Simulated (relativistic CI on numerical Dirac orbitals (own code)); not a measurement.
## Calculated levels, Pd XII

Computed by Dirac-Coulomb-Breit CI, KLI orbitals optimised for each configuration, model QED (radiative potential, 1s self-energy scaled to tabulated hydrogen-like ionisation energies), unscaled Slater integrals (own radial code, finite nucleus).

Configuration list (outside the closed core [Ar] 3d10): 4s2.4p5, 4s.4p6, 4s2.4p4.4d, 4s.4p5.4d, 4s2.4p4.4f, 4s.4p5.4f, 4p6.4d, 4s2.4p4.5s, 4s.4p4.4d2, 4s2.4p4.5p, 4s2.4p3.4d.4f, 4p6.5s, 4p6.4f, 4s.4p5.5s, 4s2.4p4.5d, 4s.4p4.4d.5s, 4s.4p5.5p, 4s2.4p4.6s, 4s2.4p3.4f.5s, 4s2.4p4.5f, 4s2.4p4.6p, 4s2.4p4.5g, 4s.4p5.5d, 4p5.4d.4f, 4s2.4p4.6d, 4s.4p4.5s2, 4s2.4p4.7s, 4s2.4p3.4d2, 4s2.4p2.4d3, 4s.4p3.4d3, 4s2.4p2.4d2.4f, 4s.4p3.4d2.4f, 4s2.4p2.4d2.5s, 4p5.4d2, 4p4.4d3, 4p4.4d2.4f, 4p4.4d2.5s, 4s2.4p3.4d.5s, 4s.4p3.4d2.5s, 4s2.4p2.4d.4f.5s, 4s.4p3.4d.4f.5s, 4s2.4p2.4d.5s2, 4p5.4d.5s, 4p4.4d.4f.5s, 4p4.4d.5s2. Double excitations out of closed p, d and f shells are left out; levels of such configurations are missing from the list, as are those of other unlisted configurations, and high levels can miss mixing partners. These lack a partner that the ground configuration has and come out too high: 4s2.4p4.5p, 4s2.4p4.5d, 4s.4p5.5p, 4s2.4p4.6s, 4s2.4p4.5f.

The lowest level is 4s2.4p5 2P°_3/2, with 97 % of that term; Hund's rules for 4s2.4p5 give 2P° with J = 3/2, in agreement.

```
No.  Configuration  Term     J  E (cm⁻¹)   %  Landé g         jj configuration (%)
  1        4s2.4p5   2P°   3/2         0  97    1.333                 4p3/2^3 (97)
  2        4s2.4p5   2P°   1/2     44734  97    0.665           4p1/2 4p3/2^4 (97)
  3         4s.4p6    2S   1/2    318350  76    2.002                      4s (76)
  4     4s2.4p4.4d    4D   5/2    418193  76    1.337           4p3/2^2 4d3/2 (62)
  5     4s2.4p4.4d    4D   3/2    419363  68    1.191           4p3/2^2 4d3/2 (83)
  6     4s2.4p4.4d    4D   7/2    421546  79    1.385           4p3/2^2 4d5/2 (64)
  7     4s2.4p4.4d    4D   1/2    424128  55    0.468           4p3/2^2 4d3/2 (49)
  8     4s2.4p4.4d    4F   9/2    439840  81    1.296           4p3/2^2 4d5/2 (94)
  9     4s2.4p4.4d    2F   7/2    446053  36    1.121           4p3/2^2 4d3/2 (74)
 10     4s2.4p4.4d    2P   1/2    454906  62    0.449     4p1/2 4p3/2^3 4d3/2 (70)
 11     4s2.4p4.4d    2D   3/2    455915  41    1.029           4p3/2^2 4d3/2 (61)
 12     4s2.4p4.4d    4P   1/2    459796  85    2.393     4p1/2 4p3/2^3 4d3/2 (36)
 13     4s2.4p4.4d    4F   5/2    465614  80    1.058     4p1/2 4p3/2^3 4d3/2 (50)
 14     4s2.4p4.4d    4F   3/2    468306  52    0.918     4p1/2 4p3/2^3 4d3/2 (72)
 15     4s2.4p4.4d    2D   3/2    469774  45    0.993     4p1/2 4p3/2^3 4d3/2 (34)
 16     4s2.4p4.4d    4P   5/2    474727  57    1.375           4p3/2^2 4d5/2 (63)
 17     4s2.4p4.4d    4F   7/2    477385  45    1.203     4p1/2 4p3/2^3 4d5/2 (80)
 18     4s2.4p4.4d    2P   3/2    485157  41    1.352     4p1/2 4p3/2^3 4d5/2 (90)
 19     4s2.4p4.4d    2D   5/2    490364  61    1.229     4p1/2 4p3/2^3 4d5/2 (52)
 20     4s2.4p4.4d    2G   7/2    491878  60    0.991     4p1/2 4p3/2^3 4d3/2 (92)
 21     4s2.4p4.4d    2F   5/2    496339  82    0.954     4p1/2 4p3/2^3 4d5/2 (47)
 22     4s2.4p4.4d    2G   9/2    496510  81    1.148     4p1/2 4p3/2^3 4d5/2 (94)
 23     4s2.4p4.4d    2F   5/2    512886  65    0.985     4p1/2 4p3/2^3 4d5/2 (60)
 24     4s2.4p4.4d    2F   7/2    524102  89    1.139     4p1/2 4p3/2^3 4d5/2 (89)
 25     4s2.4p4.4d    2D   3/2    545518  72    0.818           4p3/2^4 4d3/2 (33)
 26     4s2.4p4.4d    2D   5/2    568649  70    1.180           4p3/2^4 4d5/2 (76)
 27     4s2.4p4.4d    2S   1/2    569646  68    1.921     4p1/2 4p3/2^3 4d3/2 (45)
 28     4s2.4p4.4d    2P   3/2    585326  77    1.240     4p1/2 4p3/2^3 4d3/2 (58)
 29     4s2.4p4.4d    2D   5/2    592543  93    1.193     4p1/2 4p3/2^3 4d3/2 (50)
 30     4s2.4p4.4d    2P   1/2    602889  89    0.767     4p1/2 4p3/2^3 4d5/2 (70)
 31     4s2.4p4.4d    2D   3/2    632600  84    0.854     4p1/2 4p3/2^3 4d5/2 (47)
 32      4s.4p5.4d   4P°   1/2    728025  84    2.629        4s 4p3/2^3 4d3/2 (78)
 33      4s.4p5.4d   4P°   3/2    733986  80    1.700        4s 4p3/2^3 4d3/2 (55)
 34      4s.4p5.4d   4P°   5/2    745082  70    1.552        4s 4p3/2^3 4d5/2 (46)
 35      4s.4p5.4d   4F°   9/2    750158  86    1.333        4s 4p3/2^3 4d5/2 (86)
 36      4s.4p5.4d   4F°   7/2    753093  74    1.249        4s 4p3/2^3 4d3/2 (56)
 37      4s.4p5.4d   4F°   5/2    759996  66    1.087        4s 4p3/2^3 4d3/2 (53)
 38      4s.4p5.4d   4F°   3/2    767677  65    0.561        4s 4p3/2^3 4d3/2 (43)
 39      4s.4p5.4d   4D°   7/2    784889  61    1.353        4s 4p3/2^3 4d5/2 (74)
 40      4s.4p5.4d   4D°   1/2    786087  71    0.103        4s 4p3/2^3 4d3/2 (52)
 41      4s.4p5.4d   4D°   5/2    790404  35    1.230        4s 4p3/2^3 4d3/2 (47)
 42      4s.4p5.4d   4D°   3/2    794624  62    1.104  4s 4p1/2 4p3/2^4 4d3/2 (36)
 43      4s.4p5.4d   2F°   7/2    797106  60    1.189        4s 4p3/2^3 4d5/2 (42)
 44      4s.4p5.4d   2D°   5/2    801424  35    1.171        4s 4p3/2^3 4d5/2 (53)
 45      4s.4p5.4d   2D°   3/2    804315  62    0.863        4s 4p3/2^3 4d5/2 (52)
 46      4s.4p5.4d   2P°   1/2    820213  66    0.604        4s 4p3/2^3 4d5/2 (35)
 47      4s.4p5.4d   2F°   5/2    822875  53    0.990  4s 4p1/2 4p3/2^4 4d5/2 (58)
 48      4s.4p5.4d   2P°   3/2    842304  47    1.173  4s 4p1/2 4p3/2^4 4d5/2 (35)
 49      4s.4p5.4d   2F°   5/2    844456  53    0.901  4s 4p1/2 4p3/2^4 4d3/2 (46)
 50      4s.4p5.4d   2F°   7/2    853852  59    1.163  4s 4p1/2 4p3/2^4 4d5/2 (50)
 51    4s2.4p3.4d2   6F°   3/2    859527  82    1.030           4p3/2 4d3/2^2 (40)
 52    4s2.4p3.4d2   6F°   1/2    860194  89   -0.601   4p1/2 4p3/2^2 4d3/2^2 (36)
 53    4s2.4p3.4d2   6F°   5/2    860365  82    1.278           4p3/2 4d3/2^2 (24)
 54    4s2.4p3.4d2   6F°   7/2    862156  81    1.363       4p3/2 4d3/2 4d5/2 (28)
 55    4s2.4p3.4d2   6F°   9/2    864991  86    1.407       4p3/2 4d3/2 4d5/2 (39)
 56      4s.4p5.4d   2D°   3/2    867937  51    0.888  4s 4p1/2 4p3/2^4 4d5/2 (23)
 57    4s2.4p3.4d2   6F°  11/2    868192  86    1.430           4p3/2 4d5/2^2 (36)
 58      4s.4p5.4d   2D°   5/2    874274  57    1.192  4s 4p1/2 4p3/2^4 4d5/2 (40)
 59    4s2.4p3.4d2   6P°   7/2    880462  55    1.557       4p3/2 4d3/2 4d5/2 (42)
 60    4s2.4p3.4d2   6P°   3/2    880683  73    2.148           4p3/2 4d3/2^2 (28)
 61    4s2.4p3.4d2   6P°   5/2    882664  74    1.754       4p3/2 4d3/2 4d5/2 (42)
 62    4s2.4p3.4d2   4F°   3/2    886067  30    0.969       4p3/2 4d3/2 4d5/2 (44)
 63     4s2.4p4.5s    4P   5/2    889679  84    1.545              4p3/2^2 5s (92)
 64    4s2.4p3.4d2   4P°   1/2    891061  82    2.402       4p3/2 4d3/2 4d5/2 (55)
 65    4s2.4p3.4d2   4G°   5/2    894189  39    0.958       4p3/2 4d3/2 4d5/2 (31)
 66    4s2.4p3.4d2   6P°   7/2    895264  24    1.285           4p3/2 4d5/2^2 (27)
 67    4s2.4p3.4d2   4D°   5/2    898280  49    1.167           4p3/2 4d5/2^2 (37)
 68    4s2.4p3.4d2   4D°   1/2    898886  74    0.227   4p1/2 4p3/2^2 4d3/2^2 (30)
 69     4s2.4p4.5s    2P   3/2    899244  54    1.333              4p3/2^2 5s (92)
 70    4s2.4p3.4d2   4D°   3/2    901606  42    0.985   4p1/2 4p3/2^2 4d3/2^2 (28)
```

Energies count from the lowest computed level; ° marks odd parity. Filled j subshells are mostly left out of the jj labels.

The mean weight of the leading LS term, summed over parents, in these 70 levels is 66 %, and that of the leading jj configuration (from the same eigenvectors) 55 %, so LS coupling describes them better.

At this charge energies of transitions that change n are usually good to better than 1 %, and those within a shell (Δn = 0) to a few per cent.

LS names give the leading component of a level, which can be under half, so a name can repeat, a term be missing and a line seem to break the LS rules.
